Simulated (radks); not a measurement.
Values are calculated unless marked as measured or tabulated.
Problem. These are the eigenvalues of the occupied orbitals of an atom or ion with whole-number occupations (hartree). Level of theory: Dirac Kohn-Sham, PBEsol, spin-unpolarised, spherical densities, finite nucleus; Fermi nuclear charge, rms radius of each element as measured or else 0.836 A^(1/3) + 0.57 fm (a radial shooting solver on a logarithmic mesh with Libxc functionals).

orbital  eigenvalue
1s1/2     -24.94679
2s1/2      -1.62245
2p1/2      -0.92751
2p3/2      -0.92478
3d3/2      -0.02600
3d5/2      -0.02600

Which element is it, and in what charge state? The configuration may be excited. Open shells, if any, are shared by 2j + 1.

Solution. Z = 9, fluorine, charge 0: F in [He] 2s2 2p4 3d1. The list shows which subshells hold electrons but not how many an open one holds; the 1s level, -24.947 hartree, gives Z - s = 7.1 by -(Z - s)^2/2, which with screening and relativity narrows Z to a few neighbours, and the depths of the outer levels then fix element, charge and occupations together.
